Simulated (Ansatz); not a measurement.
C₂H₆Hg⁺, that is HgMe2 with one electron fewer. Charge 1, multiplicity 2. Geometry PBE0-D4/def2-TZVP, that of the neutral singlet; atoms count from 1.

```xyz
9

Hg    0.000    0.000    0.000
C     1.173    0.864    1.506
H     0.913    1.916    1.638
H     2.233    0.800    1.250
H     1.017    0.348    2.456
C    -1.173   -0.863   -1.506
H    -2.224   -0.878   -1.212
H    -0.855   -1.890   -1.698
H    -1.083   -0.296   -2.435
```

In the def2 sets Hg takes a core potential; there is no spin–orbit coupling.

(1) Estimate the Mulliken populations from the PBE0/def2-TZVP orbitals of Ansatz.

(2) Where does the spin sit?

(3) And the Mayer bond orders between heavy atoms (over 0.3)?

## Answers

(1) 
```tsv
atom	charge (e)	spin (α − β)	d electrons
Hg1	0.70	-0.03	9.80
C2	-0.50	0.52	–
H3	0.22	0.00	–
H4	0.22	0.00	–
H5	0.22	0.00	–
C6	-0.50	0.52	–
H7	0.22	0.00	–
H8	0.22	0.00	–
H9	0.22	0.00	–
```
Mulliken values depend strongly on the basis.

(2) Summed by element: Hg -0.03, C 1.03, H 0.00, of 1 unpaired in all. Largest on single atoms: C6 0.52, C2 0.52, Hg1 -0.03.

(3) Hg1–C2 0.71 (2.10 Å); Hg1–C6 0.71 (2.10 Å).
